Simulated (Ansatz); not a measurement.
## Energy profile

The step: MgNH₂Cl ([NH2][Mg][Cl]) + H₂ → MgHCl ([MgH][Cl]) + NH₃ (still joined by a long Mg–N bond); bonds formed: Mg1–H5, N2–H4; bonds broken: H4–H5; bonds weakened to dative contacts: Mg1–N2 (atoms numbered as in the saddle structure below).

| atom | x (Å) | y (Å) | z (Å) |
| --- | --- | --- | --- |
| Mg1 | -0.8024 | 0.3212 | -0.5757 |
| N2 | 0.8974 | -0.4607 | 0.0875 |
| Cl3 | -2.2743 | 0.8225 | -2.1171 |
| H4 | 0.0639 | 0.1636 | 1.0790 |
| H5 | -0.7483 | 0.6410 | 1.3345 |
| H6 | 1.0543 | -1.4523 | 0.2262 |
| H7 | 1.8093 | -0.0353 | -0.0346 |

Electronic energies by CCSD(T) at an estimated basis limit (MP2 extrapolated from triple and quadruple zeta, plus CCSD(T) − MP2 in triple zeta), on PBE0-D4/def2-TZVP structures; MgNH₄Cl, closed shell; no counterpoise correction. Ansatz 0.2.0; basis: def2-TZVPP and def2-QZVPP; cores frozen in the correlated methods. The outer core shell of Li, Na, Mg and K is correlated. The def2 sets are not built for correlating such inner shells, so the correlated values are less sure here. Extrapolation: Hartree–Fock as exp(−7.88 √X), correlation as X^−2.97.

(1) Give the profile in kJ/mol, counted from the separated reactants. (To be estimated.)

T1 diagnostic: at most 0.010. The end structure is not quite a true minimum (one mode of 48i cm⁻¹).

Answers

(1) The calculation gives:
```tsv
point	kJ/mol
separated: MgNH₂Cl (linked as [NH2][Mg][Cl]; Mg1, N2, Cl3, H6, H7; singlet) + H₂ (H4, H5; singlet)	0.0
start structure	-14.3
saddle	50.1
end structure	-64.2
separated: MgHCl (linked as [MgH][Cl]; Mg1, Cl3, H5; singlet) + NH₃ (N2, H4, H6, H7; singlet)	37.7
```

For scale, one of the runs: CCSD(T)/def2-TZVPP, 161 basis functions, launched by `ansatz run in.yaml --threads 2 --pin off --events-out ev --progress --plain --max-ram 4352MiB`. The run took 27 s on 2 CPU threads of an Intel Xeon (shared host), with 1.4 GiB of host memory at its peak.
